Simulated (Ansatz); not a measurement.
Species: C$_{2}$H$_{4}$Si, net charge 0, singlet state. 
Coordinates optimised at B3LYP-D3(BJ)/def2-TZVP (Ansatz, a quantum-chemistry and plane-wave program):
SMILES: C#C[SiH3]
```xyz
7

C      1.2099     1.5570    -0.0201
C      0.4703     0.6052    -0.0078
Si    -0.6496    -0.8359     0.0108
H      1.8627     2.3970    -0.0310
H     -0.0274    -1.9295     0.7873
H     -0.8900    -1.2872    -1.3765
H     -1.9327    -0.4509     0.6366
```
Charge 0, spin multiplicity 1.

Dipole moments at this geometry, in debye (magnitudes).

| level | program | dipole (D) |
|---|---|---|
| SVWN5/def2-TZVPD | Ansatz | 0.30 |
| PBE/def2-TZVPD | Ansatz | 0.37 |
| revPBE/def2-TZVPD | Ansatz | 0.39 |
| B3LYP/def2-TZVPD | Ansatz | 0.38 |
| PBE0/def2-TZVPD | Ansatz | 0.39 |
| r2SCANh/def2-TZVPD | Ansatz | 0.42 |
| r2SCAN0/def2-TZVPD | Ansatz | 0.42 |
| wB97X-V/def2-TZVPD | Ansatz | 0.41 |
| CCSD(T)/aug-cc-pV(D+d)Z | Ansatz | 0.42 |
